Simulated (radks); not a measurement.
Results of a calculation; reference values are marked as such.
Problem. Neutral arsenic, [Ar] 3d10 4s2 4p3. Level of theory: non-relativistic Kohn-Sham, PBE, spin-polarised, spherical densities, point nucleus (a radial shooting solver on a logarithmic mesh with Libxc functionals). Every spin shell is full or empty, so the densities are truly spherical. Functionals are evaluated on that one density, not self-consistently. Rank these exchange functionals by their error against the exact value of the orbitals, and give that value: LDA, revPBE, PW91, OPTX, WC, SOGGA, G96, revTPSS, SCAN, r2SCAN, Tao-Mo, TASK, MVS.

Solution. Exact: -81.3857 hartree. From best to worst, with 100 (|E| - |E exact|)/|E exact| (equal figures are ties): r2SCAN +0.07, revPBE -0.09, MVS +0.11, PW91 +0.14, SCAN +0.33, G96 +0.43, Tao-Mo -0.52, revTPSS -0.67, WC -0.89, OPTX +0.92, TASK -2.44, SOGGA -2.50, LDA -5.61.
